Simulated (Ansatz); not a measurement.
Cost and result for the atomization energy of `[SiH3][SiH2][SiH]1[CH2][AlH]1` (14 atoms, 14 bonds).

Z-matrix (Å, degrees):
```
Si
Si 1 2.338
H 1 1.488 2 110.0
H 1 1.489 2 111.4 3 120.3
H 1 1.488 2 109.8 3 -119.4
Si 2 2.324 1 110.4 3 59.2
H 2 1.493 1 109.7 3 -66.0
H 2 1.494 1 108.7 3 177.0
Al 6 2.327 2 116.2 1 103.1
C 6 1.934 2 113.5 1 162.5
H 6 1.491 2 112.5 1 -62.0
H 9 1.580 6 164.6 2 -75.9
H 10 1.089 6 118.6 2 18.8
H 10 1.097 6 111.7 2 146.9
```

The species carries charge 0 and has multiplicity 1. The geometry is a stationary point of PBE0-D4/def2-TZVP. It is one conformer, not always the lowest. Program: Ansatz. All runs use 4 threads of an AMD EPYC 9R14 on a shared host. Times are those of one run each, without the atoms' runs, and a repeat can differ threefold. Electronic energies, without spin–orbit coupling; frozen cores. CCSD(T)/CBS adds CCSD(T) − MP2 in def2-TZVPP to the MP2 limit, and its time is that of the two runs behind it. T1 = 0.014. B3LYP takes the VWN-RPA correlation (the form of Gaussian; ORCA's B3LYP/G).

CCSD(T)/CBS is a level of theory with its own doubt, some kJ/mol a heavy atom from the limit and from the frozen cores, so smaller differences don't rank the functionals.

| level | functions | wall time | atomization (kJ/mol) | difference from CCSD(T)/CBS | per bond |
| --- | --- | --- | --- | --- | --- |
| PBE-D4/def2-TZVPP (with forces) | 325 | 3.2 s | 4174.3 | -12.7 | -0.9 |
| PBE0-D4/def2-TZVPP | 325 | 4.5 s | 4161.7 | -25.3 | -1.8 |
| r2SCAN-D4/def2-TZVPP (with forces) | 325 | 5.5 s | 4204.2 | 17.2 | 1.2 |
| B3LYP-D4/def2-TZVPP (with forces) | 325 | 7 s | 4169.3 | -17.7 | -1.3 |
| B2PLYP/def2-TZVPP | 325 | 7.5 s | 4106.1 | -80.9 | -5.8 |
| ωB97X-V/def2-TZVPP | 325 | 9.5 s | 4223.4 | 36.4 | 2.6 |
| ωB97M-V/def2-TZVPP (with forces) | 325 | 14 s | 4180.5 | -6.5 | -0.5 |
| MP2/def2-QZVPP | 607 | 28 s | 4121.9 | -65.1 | -4.6 |
| CCSD(T)/def2-TZVPP | 325 | 10 min | 4076.9 | -110.1 | -7.9 |
| CCSD(T)/CBS(def2) | – | 11 min | 4187.0 | 0.0 | 0.0 |

The D4 term adds +58.6 kJ/mol with B3LYP and +31.3 kJ/mol with PBE0; it sums over pairs of atoms, weighted by their polarisabilities, and B3LYP, whose exchange is more repulsive, gets the larger term. From PBE to PBE0 (25 % exact exchange), in def2-TZVPP and without D4, the atomization energy moves by −7.8 kJ/mol: exact exchange takes away binding that semilocal exchange gives to molecules. In def2-TZVPP, CCSD(T) changes the Hartree–Fock value by +945.4 kJ/mol (the triples alone add +50.2 kJ/mol) and MP2 by +925.2 kJ/mol; breaking electron pairs costs correlation energy, which Hartree–Fock lacks.
